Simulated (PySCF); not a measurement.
Spectra and structures to be paired. Computed, not measured: PySCF 2.14.0, density-fitted response routines, TDDFT wB97X-D/def2-SVPD, vertical, gas phase, core orbitals frozen in the response. Geometries: GFN2-xTB; one conformer of each isolated species. Triplets are in the Tamm–Dancoff approximation.

A. `CNC(=O)/C(Cl)=C\Cl`
B. `CN[SiH]1CC1`
C. `CC/C=N\[SiH3]`

Lowest singlet levels (six at most, fewer where fewer were computed) with oscillator strengths:

1. 4.23 eV (f 0.001); 6.40 eV (f 0.018); 7.17 eV (f 0.071); 7.33 eV (f 0.023); 7.66 eV (f 0.142); 7.74 eV (f 0.432); T1 3.73 eV
2. 4.56 eV (f 0.000); 5.51 eV (f 0.303); 5.77 eV (f 0.101); 6.17 eV (f 0.003); 6.43 eV (f 0.000); 7.01 eV (f 0.007); T1 3.51 eV
3. 6.17 eV (f 0.011); 6.42 eV (f 0.099); 6.57 eV (f 0.036); 6.81 eV (f 0.057); 6.90 eV (f 0.055); 7.18 eV (f 0.013); T1 5.28 eV

Question: Match each spectrum to its molecule.

Answer: 1 = C, 2 = A, 3 = B.
- A: S1 at 4.56 eV, HOMO-1→LUMO (95%); Löwdin shares by element: HOMO chlorine 46%, carbon 43% or more; LUMO carbon 64% or more, chlorine 10% or more (atoms not listed hold the other 27%); HOMO -9.33 and LUMO 0.12 eV.
- B: S1 at 6.17 eV, HOMO→LUMO (51%), HOMO-1→LUMO (34%); Löwdin shares by element: HOMO carbon 45% or more, silicon 25%, nitrogen 12% (atoms not listed hold the other 18%); LUMO silicon 24%, carbon 24% or more, hydrogen 15% or more (atoms not listed hold the other 38%); HOMO -8.32 and LUMO 2.14 eV.
- C: S1 at 4.23 eV, HOMO→LUMO (96%); Löwdin shares by element: HOMO nitrogen 54%, carbon 21% or more, silicon 10%; LUMO carbon 42% or more, nitrogen 30%, silicon 8% (atoms not listed hold the other 21%); HOMO -8.61 and LUMO 1.29 eV.
